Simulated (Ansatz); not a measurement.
Breaking the Sn1–H3 bond in H5NSn (SMILES [NH2][SnH3]) (multiplicity 1 held, fragments rigid). Energies count from the point at 1.709 Å.
Geometry at that point (charge 0, multiplicity 1):
```xyz
7

Sn    -0.282     0.028     0.024
N      1.743    -0.143    -0.238
H     -0.986    -1.025    -1.123
H     -0.651     1.666    -0.293
H     -0.811    -0.395     1.607
H      2.081    -1.089    -0.097
H      2.274     0.460     0.380
```

R- and RO- levels are restricted; in cc, def2 and unpolarised 6-31G sets they are followed outwards from rest. Active spaces are followed from a long bond inwards. Levels need not reach the same state.

Cores are frozen in the correlated methods. Filled d and f shells under p-block atoms count as core.

The values were computed with Ansatz (a first-principles code) with Gaussian orbitals. Values without a source in brackets are computed. In def2 rows elements past Kr take small-core potentials, without spin–orbit coupling.

Energies in kcal/mol.

```
R (Å)  R-HF/def2-SVP  R-MP2/def2-SVP  R-CCSD/def2-SVP  R-CCSD(T)/def2-SVP  R-CCSDT/def2-SVP  FIC-MRCISD+Q on CASSCF(2,2)/def2-SVP
-----  -------------  --------------  ---------------  ------------------  ----------------  ------------------------------------
1.367           32.8            33.0             33.4                33.5              33.6                                   [?]
1.538            6.3             6.5              6.8                 6.9               6.9                                   6.8
1.709            0.0             0.0              0.0                 0.0               0.0                                   0.0
1.880            4.2             3.8              3.4                 3.3               3.3                                   3.4
2.051           13.6            12.8             11.7                11.5              11.4                                  11.6
2.307           31.7            29.9             27.4                26.8              26.7                                  26.8
2.563           50.6            47.3             42.6                41.6              41.4                                  41.5
2.990           79.2            72.3             62.4                60.1              59.9                                  59.9
3.418          102.7            90.6             74.3                69.6              70.1                                  70.0
3.930          124.6           104.0             81.0                72.5              75.1                                   [?]
4.614          145.3           109.5             84.0                70.7              76.8                                  76.5
5.468          161.0           102.1             85.0                68.3              77.1                                  76.8
```

What belongs in the gaps?


- 3.930, FIC-MRCISD+Q on CASSCF(2,2)/def2-SVP: 74.8
- 1.367, FIC-MRCISD+Q on CASSCF(2,2)/def2-SVP: 33.3

Doubts at one or more of the structures used: a restricted determinant that unrestricted orbitals would lower (R-HF/def2-SVP, R-MP2/def2-SVP, R-CCSD/def2-SVP, R-CCSD(T)/def2-SVP, R-CCSDT/def2-SVP); other coupled-cluster roots lie near (R-CCSD/def2-SVP, R-CCSD(T)/def2-SVP, R-CCSDT/def2-SVP); T1 above 0.05 (R-CCSD/def2-SVP, R-CCSD(T)/def2-SVP, R-CCSDT/def2-SVP).
